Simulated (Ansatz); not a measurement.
A run on C5H11FGeO2, SMILES `C=C[CH2][Ge]([F])([O]C)[O]C` with other settings.

```yaml
crystal:
  periodic: [false, false, false]
  atoms:
    - {symbol: C, position_ang: [-0.991193, 1.227563, -2.478438]}
    - {symbol: C, position_ang: [-1.170440, 1.069151, -1.453498]}
    - {symbol: C, position_ang: [-1.698038, 0.255059, -0.681086]}
    - {symbol: Ge, position_ang: [-0.182528, -0.150382, 0.816950]}
    - {symbol: F, position_ang: [-0.645384, -1.752662, 1.357362]}
    - {symbol: O, position_ang: [-0.147808, 0.978723, 1.696026]}
    - {symbol: C, position_ang: [0.838370, 0.725535, 2.832671]}
    - {symbol: O, position_ang: [1.471301, -0.679741, 0.161577]}
    - {symbol: C, position_ang: [1.519484, -1.948230, -0.666131]}
    - {symbol: H, position_ang: [-0.573638, 1.729368, -3.223753]}
    - {symbol: H, position_ang: [-0.894959, 0.020413, -3.042481]}
    - {symbol: H, position_ang: [-1.005344, 2.319434, -1.125995]}
    - {symbol: H, position_ang: [-2.636257, 0.612252, -0.228371]}
    - {symbol: H, position_ang: [-1.742917, -0.905361, -1.333440]}
    - {symbol: H, position_ang: [0.768288, 1.797507, 3.484796]}
    - {symbol: H, position_ang: [0.334885, -0.042577, 3.559128]}
    - {symbol: H, position_ang: [1.690890, 0.934052, 2.328987]}
    - {symbol: H, position_ang: [1.146738, -2.679805, -0.315159]}
    - {symbol: H, position_ang: [2.315433, -1.809433, -0.497993]}
    - {symbol: H, position_ang: [1.079298, -1.841313, -1.639356]}
basis:
  gaussian: {orbitals: def2-TZVPD, final_grid: {core_spheres: 20, valence_spheres: 16, degree: 47}}
hamiltonian: {xc: {name: B3LYP5}}
scf: {lower_state_search: full}
```

```sh
$ ansatz run in.yaml --threads 5 --pin off --events-out ev --progress --plain --max-ram 66560MiB --backend cuda --devices 0, --max-vram 37GiB
```

Output, abridged:

```
Functional definition: B3LYP5
2410 factors; their error is unknown
mean field evaluation 1: about -68642.5805 eV, gradient 1.3e2 eV
mean field evaluation 2: about -68544.1333 eV, gradient 2.1e2 eV
mean field evaluation 4: about -68674.0905 eV, gradient 2.0e1 eV
mean field evaluation 8: about -68674.7614 eV, gradient 3.7e-1 eV
mean field evaluation 16: about -68674.9213 eV, gradient 7.8e-3 eV
mean field -68674.92128797 eV, -2523.7568077994 hartree, gradient 3.7e-5 eV, S^2 0.000000; 0 other end points of the search recorded, 0 dependent functions left out
reference -68674.92167247 eV, -2523.7568219294 hartree; 49, 49 occupied and 409, 409 virtual orbitals, 2410 factors
Total energy: -68674.92167247 eV, -2523.7568219294 hartree
```

It took 9.6 s on 5 threads of an AMD EPYC 7R13 on a shared host and a share of an NVIDIA H100 80 GB, with 1.1 GiB of host memory at the peak.
